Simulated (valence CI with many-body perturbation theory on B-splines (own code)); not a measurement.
# Pm55+: input, log and results

Calculated by configuration interaction combined with many-body perturbation theory (CI+MBPT): four valence electrons over a frozen Dirac-Fock core [He], radial functions for each j: 5 s, 5 p, 3 d, 2 f, with the one-electron correlation potential Σ1 (screened to all orders), the two-electron term Σ2, the three-electron term Σ3, Breit, model QED; selected single and double excitations, second order for the rest, scaled by the run's own slope (own B-spline code, finite nucleus).

Command, and the settings that its task file holds:

```sh
python run_cv.py task.json out
```

```
atom Pm  Z=61  mass_number=145  rms_radius_fm=4.9620
core [He]
valence 2s2 2p2
avg = 1
basis = S
breit = 1
cap = 10000
capref = 1200
cscale = 1
de = 0.0
dress = 0
eps = 2e-08
extrap = 1
h = 0.27
hh = 1
l2 = 3
lcore = 6
maxit = 60
n2 = 5
natural = 0
nlev = 20
nno = [2, 2, 1, 1, 0]
nroot = 26
nsp = [3, 3, 2, 1, 0]
pt2 = 1
qed = 1
rpa = 1
s1 = 1
s2 = 1
s3 = 1
screen = 1
tol = 2e-05
whole = 1
```

It took 4.5 s on 1 thread of Arm Neoverse V2, with other jobs on the host.

Log. The first blocks belong to the next ion, which gives the ionisation energy. Fields: 2J, parity (1 odd), roots, reference size, generating configurations, candidates as configurations/state functions, variational space P, stored matrix elements, Davidson steps; e2 is the range of second-order energies in hartree. The first line gives the box (bohr), its intervals, the orbitals and the steps of their self-consistent field. Window is the range of levels sought, series limit the energy at which the first omitted orbital would enter, core excitation an estimate of the first excitation out of the core, left out the lowest levels not solved, and shifts from estimates the range by which levels moved from their first estimate, all in cm⁻¹.

```
rmax 1.0 intervals 53 orbitals 25 references ['2s2 2p2', '2s 2p3', '2p4'] scf 2 t 0.3
2J=1 par=1 roots 2 ref 40 generators 2 cand 315/441 P 264/388 nnz 0 it 0
2J=1 par=1 roots 2 ref 40 generators 2 cand 83/93 P 278/405 nnz 0 it 0
   second order: generators 2 cand 69/76 e2 -0.00000 -0.00000
reference levels 448, estimated 268, window 53623802 1/cm; series limit 73176649, core excitation 313061453
2J=0 par=0 roots 7 ref 28 generators 10 cand 288/423 P 1465/2166 nnz 0 it 3
2J=0 par=0 roots 7 ref 28 generators 14 cand 537/916 P 1486/2198 nnz 0 it 4
   second order: generators 17 cand 619/999 e2 -0.00000 -0.00000
2J=2 par=0 roots 6 ref 58 generators 12 cand 1133/3817 P 1237/3790 nnz 1.5e+06 it 4
2J=2 par=0 roots 6 ref 58 generators 15 cand 1023/3868 P 1333/4097 nnz 1.7e+06 it 4
   second order: generators 17 cand 927/3561 e2 -0.00000 -0.00000
2J=4 par=0 roots 6 ref 64 generators 12 cand 1317/5903 P 1218/4103 nnz 1.8e+06 it 4
2J=4 par=0 roots 6 ref 64 generators 14 cand 1137/5717 P 1302/4472 nnz 2.1e+06 it 4
   second order: generators 16 cand 1053/5348 e2 -0.00001 -0.00000
2J=4 par=1 roots 6 ref 67 generators 8 cand 979/4810 P 1168/4110 nnz 1.8e+06 it 4
2J=4 par=1 roots 6 ref 67 generators 10 cand 1023/4929 P 1253/4473 nnz 2.1e+06 it 3
   second order: generators 12 cand 1011/5168 e2 -0.00001 -0.00000
2J=2 par=1 roots 7 ref 62 generators 11 cand 1019/3282 P 1305/3868 nnz 1.5e+06 it 4
2J=2 par=1 roots 7 ref 62 generators 14 cand 924/3596 P 1350/4032 nnz 1.6e+06 it 4
   second order: generators 17 cand 879/3432 e2 -0.00000 -0.00000
2J=6 par=1 roots 2 ref 47 generators 3 cand 503/2599 P 960/3259 nnz 1.3e+06 it 4
2J=6 par=1 roots 2 ref 47 generators 5 cand 714/4218 P 1012/3526 nnz 1.5e+06 it 3
   second order: generators 6 cand 662/3951 e2 -0.00000 -0.00000
2J=0 par=1 roots 4 ref 24 generators 8 cand 418/651 P 1407/2112 nnz 0 it 4
2J=0 par=1 roots 4 ref 24 generators 10 cand 394/611 P 1429/2142 nnz 0 it 3
   second order: generators 11 cand 372/581 e2 -0.00000 -0.00000
2J=6 par=0 roots 1 ref 41 generators 4 cand 751/3909 P 825/2875 nnz 1e+06 it 4
2J=6 par=0 roots 1 ref 41 generators 6 cand 1013/5178 P 862/3035 nnz 1.1e+06 it 4
   second order: generators 6 cand 976/5018 e2 -0.00001 -0.00001
left out: unestimated 78097239, estimated 57333274, shifts from estimates -1 to 5
operators 0.1
```

The Davidson iterations converged. The settings are bad on purpose, so the numbers may not be properties of the ion.

The last digits are not significant, and no measured levels were compared; by estimate large intervals hold to a few tenths of a per cent, small ones and those within an open d or f shell to about a per cent.

| Property | Result |
| --- | --- |
| Valence energy | -1811.337 hartree |
| Ionisation energy | 11819 eV (NIST: 11819 ± 5 eV (theoretical)) |
| Reference configurations for the orbitals | 2s2 2p2, 2s 2p3, 2p4 |
| Radial orbitals | 25 |
| Box radius | 1.042 bohr |
| Largest variational space | 4473 |
| Lowest levels | (2s^2 2p1/2^2) J=0 0.00, (2s^2 2p1/2 2p3/2) J=1 42.66, (2s^2 2p1/2 2p3/2) J=2 43.93, (2s 2p1/2^2 2p3/2) J=2 59.05, (2s 2p1/2^2 2p3/2) J=1 64.22, (2s^2 2p3/2^2) J=2 87.73, (2s^2 2p3/2^2) J=0 91.26, (2s 2p1/2 2p3/2^2) J=2 [a] 100.14, (2s 2p1/2 2p3/2^2) J=3 103.05, (2s 2p1/2 2p3/2^2) J=0 106.37, (2s 2p1/2 2p3/2^2) J=1 [a] 107.68, (2s 2p1/2 2p3/2^2) J=2 [b] 108.45, (2s 2p1/2 2p3/2^2) J=1 [b] 108.68, (2p1/2^2 2p3/2^2) J=2 125.91 Ry |

Levels are named by their leading jj configuration (3d3/2^4 stands for four electrons in 3d with j = 3/2), which in mixed levels can hold well under half, so a name can repeat and another be missing. Letters in brackets count levels of one name in rising energy.
